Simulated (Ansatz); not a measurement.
Ansatz (a quantum-chemistry and plane-wave program) input (RI-MP2/cc-pV(T+d)Z):
A basis named .json is the Basis Set Exchange file of that set.

Ansatz 0.2 input:
```yaml
crystal:
  periodic: [false, false, false]
  atoms:
    - {symbol: Si, position_ang: [0.00000000, -0.00000000, -0.00000000]}
    - {symbol: O, position_ang: [-1.03506827, -0.27834929, -1.22630557]}
    - {symbol: C, position_ang: [-1.39968423, 0.68125340, -2.20795589]}
    - {symbol: O, position_ang: [-0.06279968, -1.29517758, 0.98551572]}
    - {symbol: C, position_ang: [-1.26169279, -1.88511684, 1.46722771]}
    - {symbol: O, position_ang: [-0.45347434, 1.39681321, 0.70423283]}
    - {symbol: C, position_ang: [0.29279926, 2.07585685, 1.70393026]}
    - {symbol: O, position_ang: [1.55134228, 0.17671366, -0.46344298]}
    - {symbol: C, position_ang: [2.36857777, -0.87199340, -0.96320207]}
    - {symbol: H, position_ang: [-2.13839734, 0.22474771, -2.86643596]}
    - {symbol: H, position_ang: [-1.83363668, 1.56951289, -1.74353305]}
    - {symbol: H, position_ang: [-0.53356678, 0.98175167, -2.80413128]}
    - {symbol: H, position_ang: [-0.99183357, -2.75727889, 2.06237463]}
    - {symbol: H, position_ang: [-1.90195050, -2.19963019, 0.64008827]}
    - {symbol: H, position_ang: [-1.81756061, -1.18587211, 2.09806169]}
    - {symbol: H, position_ang: [1.29538285, 2.31904137, 1.34518850]}
    - {symbol: H, position_ang: [0.37922529, 1.46902818, 2.60956442]}
    - {symbol: H, position_ang: [-0.23343488, 2.99848982, 1.94789034]}
    - {symbol: H, position_ang: [1.97190210, -1.26490774, -1.90349484]}
    - {symbol: H, position_ang: [2.44020433, -1.68892407, -0.24174372]}
    - {symbol: H, position_ang: [3.36366579, -0.46595864, -1.14382901]}
basis:
  gaussian:
    orbitals: cc-pV_T+d_Z.json
    fitting: {mean_field: def2-universal-jkfit, correlation: cc-pVTZ-RIFIT.json}
magnetization: {spin_polarized: false}
correlation: {method: mp2, electrons: outside_noble_gas}
```

End of the output:

```
integrals: 1.05 GiB planned
952 factors; integrals over basis functions are off by at most 9.3e-1 eV
mean field: 2.56 GiB planned
mean field evaluation 1: about -20326.9924 eV, gradient 5.4e1 eV
mean field evaluation 2: about -20331.5064 eV, gradient 2.8e1 eV
mean field evaluation 4: about -20332.7827 eV, gradient 7.8e-1 eV
mean field evaluation 8: about -20332.7851 eV, gradient 2.2e-6 eV
mean field -20332.78513432 eV, -747.2160716296 hartree, gradient 2.2e-6 eV, S^2 0.000000; 0 other end points of the search recorded, 0 dependent functions left out
13 core orbitals not correlated
1130 factors; their error is unknown
reference -20332.78513432 eV, -747.2160716296 hartree; 28, 28 occupied and 406, 406 virtual orbitals, 1130 factors
second order -47.71581221 eV of doubles, -0.00000000 eV of singles
Total energy: -20380.50094653 eV, -748.9695953853 hartree
```
